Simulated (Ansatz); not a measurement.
Mulliken charges of `FC[TeH]` from PBE/def2-TZVPP in Ansatz (PBE0-D4/def2-TZVP geometry).

```csv
atom,x (Å),y (Å),z (Å),charge (e)
F1,0.174,-0.084,-1.615,-0.174
C2,-0.006,-0.518,-0.329,-0.118
Te3,-0.922,0.954,0.934,0.056
H4,0.961,-0.785,0.098,0.128
H5,-0.674,-1.380,-0.331,0.126
H6,0.509,1.749,1.196,-0.019
```

Problem. By hand: the dipole of these point charges (1 e Å = 4.8032 D).

Solution. Σ q r = (-0.053, -0.178, 0.320) e Å, of length 0.370 e Å = 1.78 D.

Problem. How does the dipole of the full density compare? (Estimate.)

Solution. The calculation gave: (0.045, -0.180, 0.199) e Å, 1.31 D; the point charges give 1.36 times that, at 22° from its direction.

Point charges leave out the atoms' own dipoles, such as those of lone pairs, and Mulliken's split depends on the basis, so the two needn't agree.
